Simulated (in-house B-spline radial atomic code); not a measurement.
Configurations of Ce5+, with energies counted from [Kr] 4d10 5s2 5p5. All numbers are computed (Dirac-Hartree-Fock, average of configuration; Fermi nucleus of rms radius 4.8771 fm) with a radial B-spline atomic code at the basis-set limit, not measured. Energies include first-order Breit, QED and recoil terms.

Occupations are held fixed; configurations that lie above the ionisation limit could autoionise.

```json
{"configuration": "[Kr] 4d10 5s2 5p4 5g1", "E - E(ref) (eV)": "59.241", "highest orbital": "5g7/2", "its <r> (bohr)": "4.455"}
{"configuration": "[Kr] 4d10 5s2 5p4 7g1", "E - E(ref) (eV)": "68.903", "highest orbital": "7g7/2", "its <r> (bohr)": "10.33"}
{"configuration": "[Kr] 4d10 5s1 5p5 7d1", "E - E(ref) (eV)": "83.757", "highest orbital": "7d5/2", "its <r> (bohr)": "6.436"}
{"configuration": "[Kr] 4d9 5s2 5p5 6s1", "E - E(ref) (eV)": "138.29", "highest orbital": "6s1/2", "its <r> (bohr)": "2.887"}
{"configuration": "[Kr] 4d9 5s2 5p5 5f1", "E - E(ref) (eV)": "152.56", "highest orbital": "5f7/2", "its <r> (bohr)": "3.127"}
{"configuration": "[Ar] 3d9 4s2 4p6 4d10 5s2 5p5 6f1", "E - E(ref) (eV)": "948.39", "highest orbital": "6f7/2", "its <r> (bohr)": "5.417"}
{"configuration": "[Ar] 3d9 4s2 4p6 4d10 5s2 5p5 9f1", "E - E(ref) (eV)": "960", "highest orbital": "9f7/2", "its <r> (bohr)": "15.31"}
{"configuration": "[Ar] 3d9 4s2 4p6 4d10 5s2 5p5 9g1", "E - E(ref) (eV)": "961.37", "highest orbital": "9g7/2", "its <r> (bohr)": "18.21"}
```

**Question.** Order these further configurations by energy, lowest first.
A. [Kr] 4d10 5s2 5p4 7s1
B. [Ar] 3d9 4s2 4p6 4d10 5s2 5p5 9s1
C. [Kr] 4d10 5s1 5p5 8f1
D. [Kr] 4d10 5s1 5p5 7f1
E. [Kr] 4d10 5s2 5p4 6s1

**Answer.** E (35.866 eV), A (53.801 eV), D (88.639 eV), C (92.067 eV), B (955.54 eV).

**Question.** How far above the reference does [Kr] 4d10 5s2 5p4 9g1 lie?

**Answer.** 72.92 eV; its least bound orbital is 9g7/2 with <r> = 18.24 bohr.

**Question.** How far above the reference does [Ar] 3d9 4s2 4p6 4d10 5s2 5p5 6g1 lie?

**Answer.** 953.69 eV; its least bound orbital is 6g7/2 with <r> = 7.117 bohr.

**Question.** How far above the reference does [Kr] 4d10 5s2 5p4 8d1 lie?

**Answer.** 66.485 eV; its least bound orbital is 8d5/2 with <r> = 9.347 bohr.
